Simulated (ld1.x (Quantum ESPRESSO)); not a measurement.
**molybdenum: ultrasoft pseudisation with revPBE, fully relativistic reference atom.**

ld1.x (Quantum ESPRESSO) 7.5 input, shortened:

```
&input
   title='Mo', zed=42., rel=2, dft='REVPBE', iswitch=3,
   config='[Kr] 4d6 5s0 5p0', rel_dist='average'
 /
 &inputp
   pseudotype=3, tm=.true., lloc=-1, rcloc=2.50,
   nlcc=.true., new_core_ps=.true., rcore=0.90
 /
6
5S  1  0   0.00   0.00  2.30  3.00  0.0
5S  1  0   0.00   4.95  2.30  3.00  0.0
5P  2  1   0.00   0.00  3.30  4.10  0.0
5P  2  1   0.00   5.10  3.30  4.10  0.0
4D  3  2   6.00   0.00  1.30  1.55  0.0
4D  3  2   0.00   0.35  1.30  1.55  0.0
 &test
   configts(1)='4d6 5s0 5p0'
 /
```

Open shells are filled in proportion to 2j + 1 (rel_dist='average').

**Question.** Estimate the cutoffs (Ry, on a coarse ladder) from which the occupation-weighted sum of valence levels, in a spherical-Bessel basis at the reference potential, stays within 10 and 1 mRy of its value at 400 Ry.

**Answer.** 40 Ry and 70 Ry.

**Question.** Does the potential have ghost states?

**Answer.** Ghost states, extra bound levels that the all-electron valence spectrum of the same l lacks: p1/2 at -16.0 eV, p3/2 at -14.1 eV, s at -9.1 eV. A true bound ghost makes a file unfit for plane-wave use.

**Question.** Is the overlap operator S = 1 + Σ q|β⟩⟨β| positive definite (Bessel basis up to 400 Ry)?

**Answer.** Yes: its lowest eigenvalue is 0.04 (s channel).

Test run stopped at test 1 of 7 (negative rho).
